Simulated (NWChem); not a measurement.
System meant: C₅H₆; SMILES C=CC#CC

The following NWChem deck was run.

```
start job
memory heap 200 mb stack 900 mb global 1100 mb
geometry units angstroms noautoz
  C     -2.304710     0.445865     0.753428
  C     -1.464389    -0.448049     0.210765
  C     -0.085991    -0.215748    -0.059136
  C      1.094216    -0.049518    -0.300398
  C      2.503648     0.157796    -0.583067
  H     -1.970119     1.448536     1.031538
  H     -3.351846     0.190787     0.931965
  H     -1.844236    -1.442920    -0.054027
  H      3.129050    -0.152234     0.269597
  H      2.718000     1.219025    -0.785490
  H      2.824197    -0.424972    -1.461000
end
basis spherical
  * library def2-svp
end
dft
  odft
  mult 2
  xc pbe0
  iterations 150
  mulliken
end
task dft energy
```

End of the output:

```
 ==============================================================================
                                 internuclear angles
 ------------------------------------------------------------------------------
        center 1       |       center 2       |       center 3       |  degrees
 ------------------------------------------------------------------------------
    2 C                |   1 C                |   6 H                |   121.50
    2 C                |   1 C                |   7 H                |   120.73
    6 H                |   1 C                |   7 H                |   117.78
    1 C                |   2 C                |   3 C                |   125.06
    1 C                |   2 C                |   8 H                |   119.01
    3 C                |   2 C                |   8 H                |   115.93
    2 C                |   3 C                |   4 C                |   178.40
    3 C                |   4 C                |   5 C                |   179.59
    4 C                |   5 C                |   9 H                |   111.10
    4 C                |   5 C                |  10 H                |   111.23
    4 C                |   5 C                |  11 H                |   111.23
    9 H                |   5 C                |  10 H                |   107.63
    9 H                |   5 C                |  11 H                |   107.62
   10 H                |   5 C                |  11 H                |   107.86
 ------------------------------------------------------------------------------
                            number of included internuclear angles:         14
 ==============================================================================

 Summary of "ao basis" -> "" (spherical)
 ------------------------------------------------------------------------------
       Tag                 Description            Shells   Functions and Types
 ---------------- ------------------------------  ------  ---------------------
 *                          def2-svp                  on all atoms

                                 NWChem DFT Module
                                 -----------------

 Summary of "ao basis" -> "ao basis" (spherical)
 ------------------------------------------------------------------------------
       Tag                 Description            Shells   Functions and Types
 ---------------- ------------------------------  ------  ---------------------
 C                          def2-svp                 6       14   3s2p1d
 H                          def2-svp                 3        5   2s1p

 Summary of "ao basis" -> "ao basis" (spherical)
 ------------------------------------------------------------------------------
       Tag                 Description            Shells   Functions and Types
 ---------------- ------------------------------  ------  ---------------------
 C                          def2-svp                 6       14   3s2p1d
 H                          def2-svp                 3        5   2s1p

  number of electrons :                   36
  multiplicity        :                    2
 ------------------------------------------------------------------------
  no. of electrons and multiplicity not compatible                  36
 ------------------------------------------------------------------------
 ------------------------------------------------------------------------
  current input line :
    26: task dft energy
 ------------------------------------------------------------------------
 ------------------------------------------------------------------------
 There is an error in the input file
 ------------------------------------------------------------------------
 For more information see the NWChem manual at https://nwchemgit.github.io

0: no. of electrons and multiplicity not compatible:Received an Error in Communication
```

Problem. Can this run be used? If not, why, and what is the fix?

Solution. The input was rejected before any calculation. Cause: the multiplicity doesn't fit the number of electrons (an even count wants an odd multiplicity, and the reverse). This input runs:
```
start job
memory heap 200 mb stack 900 mb global 1100 mb
geometry units angstroms noautoz
  C     -2.304710     0.445865     0.753428
  C     -1.464389    -0.448049     0.210765
  C     -0.085991    -0.215748    -0.059136
  C      1.094216    -0.049518    -0.300398
  C      2.503648     0.157796    -0.583067
  H     -1.970119     1.448536     1.031538
  H     -3.351846     0.190787     0.931965
  H     -1.844236    -1.442920    -0.054027
  H      3.129050    -0.152234     0.269597
  H      2.718000     1.219025    -0.785490
  H      2.824197    -0.424972    -1.461000
end
basis spherical
  C library def2-svp
  H library def2-svp
end
dft
  xc pbe0
  iterations 150
  mulliken
end
task dft energy
```
It converges to -193.67541 Ha (PBE0/def2-SVP).
